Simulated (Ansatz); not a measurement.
`CC(C)[CH2][Sn]([F])([F])[CH2]C(C)C`, charge 0, multiplicity 1.

Q: Give a relaxed structure at PBE0-D4/def2-TZVP (Ansatz 0.2.0). (Best estimate.)

A: Computed: 
Z-matrix (Å, degrees):
```
C
C 1 1.522
H 1 1.095 2 110.9
H 1 1.092 2 111.2 3 -119.8
H 1 1.096 2 112.0 3 120.7
C 2 1.526 1 111.6 3 -57.9
C 2 1.524 1 110.7 3 65.2
H 2 1.096 1 108.0 3 -176.6
Sn 6 2.133 2 113.3 1 -59.8
H 6 1.095 2 110.9 1 61.7
H 6 1.093 2 111.8 1 -178.6
H 7 1.095 2 110.7 1 -61.4
H 7 1.092 2 111.3 1 178.7
H 7 1.093 2 111.1 1 58.4
F 9 1.929 6 104.6 2 -43.7
C 9 2.132 6 128.2 2 80.6
F 9 1.927 6 106.1 2 -151.6
C 16 1.526 9 114.3 6 27.0
H 16 1.095 9 105.8 6 149.4
H 16 1.093 9 106.1 6 -96.6
C 18 1.522 16 111.6 9 59.5
C 18 1.524 16 110.2 9 -177.2
H 18 1.098 16 108.5 9 -59.6
H 21 1.092 18 111.2 16 179.1
H 21 1.096 18 112.3 16 -60.7
H 21 1.094 18 110.7 16 59.1
H 22 1.093 18 111.2 16 178.1
H 22 1.092 18 111.3 16 57.6
H 22 1.094 18 110.5 16 -62.2
```
This is one stationary point; other conformers may exist.
